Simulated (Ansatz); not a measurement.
Si2Se2⁺. Total charge 1; doublet. Geometry PBE-D4/def2-SVP; atoms count from 1.

| atom | x (Å) | y (Å) | z (Å) |
| --- | --- | --- | --- |
| Si1 | -0.950 | 0.683 | 0.790 |
| Si2 | 0.966 | -0.573 | -0.854 |
| Se3 | -1.327 | -0.529 | -1.142 |
| Se4 | 1.310 | 0.420 | 1.206 |

The structure comes from a short search, and lower isomers may exist.

Question: Estimate the Mulliken populations from the PBE0/def2-TZVP orbitals of Ansatz.

Answer: 
```json
{"atom": "Si1", "charge (e)": "0.44", "spin (α − β)": "0.19"}
{"atom": "Si2", "charge (e)": "0.44", "spin (α − β)": "0.19"}
{"atom": "Se3", "charge (e)": "0.06", "spin (α − β)": "0.31"}
{"atom": "Se4", "charge (e)": "0.06", "spin (α − β)": "0.31"}
```
Mulliken values and Mayer orders depend strongly on the basis.

Question: Where does the spin sit?

Answer: Summed by element: Si 0.38, Se 0.62, of 1 unpaired in all. Largest on single atoms: Se4 0.31, Se3 0.31, Si2 0.19.

Question: And the Mayer bond orders between bonded heavy atoms (over 0.3)?

Answer: Si1–Se3 1.16 (2.31 Å); Si1–Se4 1.16 (2.31 Å); Si2–Se3 1.16 (2.31 Å); Si2–Se4 1.16 (2.31 Å). Values over 0.3 also appear between atoms too far apart for a bond (Si1–Si2 0.43 at 2.82 Å); they arise where an orbital or an unpaired electron spreads over both atoms.
